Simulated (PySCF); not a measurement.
**A ladder of Hamiltonians for Sm(52+) (samarium, charge +52)**

Occupied: 1s1/2, 2s1/2, 2p1/2, 2p3/2. Hartree-Fock calculated with PySCF 2.14 in an even-tempered Gaussian basis (16 s from 10 bohr⁻², ratio 2.7; 13 p from 12 bohr⁻², ratio 2.7), Gaussian nucleus throughout. NR is non-relativistic, sf-X2C the spin-free one-electron X2C Hamiltonian, X2C adds the bare one-electron spin-orbit term, X2C-SNSO screens it by Boettger's factors, DC is four-component Dirac-Coulomb, and the Gaunt and Breit terms are added at first order (total energies over the DC spinors, levels after relaxing the spinors in that mean field). QED terms are absent. Levels marked empty are virtual spinors of this ion.

| Hamiltonian | E (hartree) | E − E(DC) (hartree) | CPU seconds |
| --- | --- | --- | --- |
| NR | -7159.3740 | 348.7279 | 0.16 |
| sf-X2C | -7500.4719 | 7.6300 | 0.1 |
| X2C | -7505.6333 | 2.4685 | 0.12 |
| X2C-SNSO | -7505.2891 | 2.8127 | 0.12 |
| DC | -7508.1019 | 0.0000 | 6.5 |
| DC+Gaunt | -7500.1320 | 7.9699 | 10 |
| DC+Breit | -7500.8281 | 7.2738 | 33 |

```csv
level (eV),NR,sf-X2C,X2C,X2C-SNSO,DC,DC+Gaunt,DC+Breit
1s1/2,-48377.8,-51037.5,-51031.2,-51031.6,-51080.5,-50948.6,-50957.3
2s1/2,-10752.4,-11504.0,-11502.5,-11502.6,-11509.0,-11495.2,-11496.1
2p1/2,-10435.4,-10695.2,-11152.5,-11135.9,-11139.7,-11115.3,-11117.8
2p3/2,-10435.4,-10695.2,-10499.8,-10505.9,-10510.5,-10493.6,-10496.2
3s1/2 (empty),-4417.2,-4654.6,-4654.4,-4654.4,-4655.9,-4652.2,-4652.7
3p1/2 (empty),-4314.1,-4418.6,-4538.7,-4534.4,-4535.4,-4529.1,-4529.9
3p3/2 (empty),-4314.1,-4418.6,-4366.8,-4368.4,-4369.4,-4365.1,-4366.0
```

```csv
interval (eV),X2C,X2C-SNSO,DC,DC+Gaunt,DC+Breit
2p3/2 − 2p1/2,652.6,630.0,629.2,621.7,621.6
3p3/2 − 3p1/2,171.9,166.0,166.0,164.0,163.9
```

Weight of the small component: 1s1/2 0.0532, 2s1/2 0.0121, 2p1/2 0.0120, 2p3/2 0.0113, 3s1/2 0.00477, 3p1/2 0.00469, 3p3/2 0.00450.

Koopmans' value for the highest occupied level at DC+Breit: 10496.2 eV, against an ionisation energy of 10494 ± 4 eV (theoretical estimate listed by NIST; NIST Atomic Spectra Database, ionization energies); the former lacks relaxation, correlation, QED and recoil.

The whole ladder took 51 s of wall time on 1 thread of Intel(R) Xeon(R) 6975P-C (shared host), launched as `OMP_NUM_THREADS=1 python relrun2.py TASK.json OUT` (a driver that calls PySCF for each Hamiltonian).
